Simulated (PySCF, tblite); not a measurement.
Isomers of C4H7FO2Si2, one GFN2-xTB conformer each. Single-point energies are computed at PBE0/pcSseg-1 (PySCF, gas phase, no added dispersion term), electronic only.

Question: Rank them by PBE0/pcSseg-1 energy, lowest first (kJ/mol).
A. `[CH3:1][C:2]1=[C:3]([O:4][CH:5]=[O:6])[SiH2:7][Si@@H:8]1[F:9]` with C2–C3–O4–C5 180°, C3–O4–C5–O6 0°
B. `[CH3:1][C:2]1=[C:3]([F:4])[SiH2:5][Si@H:6]1[O:7][CH:8]=[O:9]` with Si5–Si6–O7–C8 15°, Si6–O7–C8–O9 -5°

Answer: A (0.0), B (59.4).

As drawn, the lower has an Si–F bond, which the higher lacks; the higher has an Si–O bond, which the lower lacks. GFN2-xTB itself gives, in the same order: 0.0, 72.7. Both levels put the same isomer lowest.

Which frontier levels, dipoles and rotational constants go with these structures?

```json
{"SMILES": "CC1=C(OC=O)[SiH2][Si@@H]1F", "HOMO (eV, PBE0/pcSseg-1)": "-7.54", "LUMO (eV)": "-1.11", "dipole (D)": "2.52", "A, B, C (MHz)": "1969, 857.5, 640.0"}
{"SMILES": "CC1=C(F)[SiH2][Si@H]1OC=O", "HOMO (eV, PBE0/pcSseg-1)": "-7.61", "LUMO (eV)": "-0.66", "dipole (D)": "2.44", "A, B, C (MHz)": "1571, 961.5, 808.0"}
```

What happens when harmonic zero-point energies from GFN2-xTB frequencies are added?

```csv
SMILES,ZPE (kJ/mol),electronic (kJ/mol),with ZPE (kJ/mol)
CC1=C(OC=O)[SiH2][Si@@H]1F,261.4,0.0,0.0
CC1=C(F)[SiH2][Si@H]1OC=O,258.8,59.4,56.7
```

The zero-point energies span 2.6 kJ/mol. The order is unchanged.
